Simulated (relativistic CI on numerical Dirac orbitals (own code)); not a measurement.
## Level scheme of W²¹⁺

These numbers are calculated, not measured: Dirac-Coulomb-Breit CI, separate exchange-only KLI orbitals for each configuration, model QED, unscaled Slater integrals (own radial code, finite nucleus).

CI space (outside the closed core [Ar] 3d10 4d10): 4s²4p⁶4f⁷, 4s²4p⁶4f⁶5s, 4s²4p⁶4f⁵5s², 4s²4p⁶4f⁶5p, 4s²4p⁶4f⁵5s5p, 4s²4p⁵4f⁸, 4s²4p⁶4f⁶6s, 4s4p⁶4f⁸, 4s²4p⁶4f⁶7s, 4p⁶4f⁹. Levels of other configurations are missing.

| No. | Configuration | Term | J | E (eV) | % | Next component (%) | Lifetime (s) |
| --- | --- | --- | --- | --- | --- | --- | --- |
| 41 | 4s²4p⁶4f⁷ | ⁶H° | 15/2 | 15.9438 | 50 | 32 ⁴I° | 7.36e-03 |
| 42 | 4s²4p⁶4f⁷ | ⁴G° | 11/2 | 15.9839 | 32 | 30 ⁴H° | 1.69e-03 |
| 43 | 4s²4p⁶4f⁷ | ⁶H° | 5/2 | 16.0023 | 21 | 20 ⁴F° | 2.72e-03 |
| 44 | 4s²4p⁶4f⁷ | ⁶H° | 9/2 | 16.1307 | 29 | 19 ⁴H° | 6.22e-03 |
| 45 | 4s²4p⁶4f⁷ | ⁶F° | 3/2 | 16.1751 | 45 | 32 ⁴D° | 2.41e-03 |
| 46 | 4s²4p⁶4f⁷ | ⁴L° | 19/2 | 16.3806 | 69 | 28 ⁴N° | 1.74e-02 |
| 47 | 4s²4p⁶4f⁷ | ⁴H° | 11/2 | 16.3882 | 38 | 22 ⁶H° | 5.27e-03 |
| 48 | 4s²4p⁶4f⁷ | ⁶G° | 7/2 | 16.5220 | 32 | 16 ⁴G° | 5.37e-03 |
| 49 | 4s²4p⁶4f⁷ | ⁴H° | 9/2 | 16.6544 | 52 | 15 ⁴G° | 3.18e-03 |
| 50 | 4s²4p⁶4f⁷ | ⁴D° | 1/2 | 16.6831 | 54 | 43 ⁶F° | 3.50e-03 |
| 51 | 4s²4p⁶4f⁷ | ⁴H° | 13/2 | 17.0981 | 29 | 26 ⁴I° | 3.50e-03 |
| 52 | 4s²4p⁶4f⁷ | ⁴H° | 7/2 | 17.1638 | 24 | 14 ⁶H° | 1.45e-03 |
| 53 | 4s²4p⁶4f⁷ | ⁴K° | 15/2 | 17.1696 | 22 | 20 ⁴L° | 2.52e-03 |
| 54 | 4s²4p⁶4f⁷ | ⁴L° | 17/2 | 17.2093 | 52 | 24 ²L° | 2.80e-03 |
| 55 | 4s²4p⁶4f⁷ | ⁴H° | 11/2 | 17.2682 | 31 | 23 ⁴I° | 7.79e-03 |
| 56 | 4s²4p⁶4f⁷ | ⁴G° | 7/2 | 17.3332 | 32 | 19 ⁶H° | 1.94e-03 |
| 57 | 4s²4p⁶4f⁷ | ⁴S° | 3/2 | 17.3893 | 58 | 14 ⁴P° | 8.86e-04 |
| 58 | 4s²4p⁶4f⁷ | ⁴G° | 9/2 | 17.5793 | 24 | 21 ⁴I° | 4.18e-03 |
| 59 | 4s²4p⁶4f⁷ | ⁴H° | 13/2 | 17.6167 | 40 | 24 ⁴K° | 2.66e-03 |
| 60 | 4s²4p⁶4f⁷ | ²Q° | 23/2 | 17.6665 | 74 | 15 ⁴N° | 9.02e-03 |
| 61 | 4s²4p⁶4f⁷ | ⁴G° | 5/2 | 17.7127 | 54 | 18 ²F° | 4.74e-03 |
| 62 | 4s²4p⁶4f⁷ | ⁶H° | 13/2 | 17.8183 | 36 | 25 ⁴K° | 2.73e-03 |
| 63 | 4s²4p⁶4f⁷ | ⁴G° | 11/2 | 17.8617 | 37 | 17 ⁶F° | 1.97e-03 |
| 64 | 4s²4p⁶4f⁷ | ⁴G° | 9/2 | 17.9114 | 28 | 26 ⁶H° | 3.22e-03 |
| 65 | 4s²4p⁶4f⁷ | ⁴I° | 11/2 | 17.9591 | 39 | 19 ⁶H° | 6.06e-03 |
| 66 | 4s²4p⁶4f⁷ | ⁴I° | 13/2 | 18.0126 | 37 | 17 ⁴L° | 4.55e-03 |
| 67 | 4s²4p⁶4f⁷ | ⁴G° | 5/2 | 18.1528 | 31 | 29 ⁶H° | 1.75e-03 |
| 68 | 4s²4p⁶4f⁷ | ⁴F° | 9/2 | 18.1827 | 29 | 21 ⁴H° | 1.19e-03 |
| 69 | 4s²4p⁶4f⁷ | ⁴I° | 15/2 | 18.2126 | 43 | 26 ⁴K° | 4.88e-03 |
| 70 | 4s²4p⁶4f⁷ | ²Q° | 25/2 | 18.3721 | 100 |  | 5.95e-02 |

Energies count from the lowest computed level; ° marks odd parity; lifetimes are radiative, by E1, M1, E2, M2 decay to levels of this space only.

The mean weight of the leading LS term, summed over parents, in these 30 levels is 41 %, and that of the leading jj configuration (from the same eigenvectors) 53 %, so jj coupling describes them better and the LS labels are nominal.

At this charge energies of transitions that change n are usually good to better than 1 %, and those within a shell (Δn = 0) to a few per cent. Terms inside the open d or f shell come out 10 to 20 % too wide with unscaled integrals.

LS names give the leading component of a level, which can be under half, so a name can repeat, a term be missing and a line seem to break the LS rules.
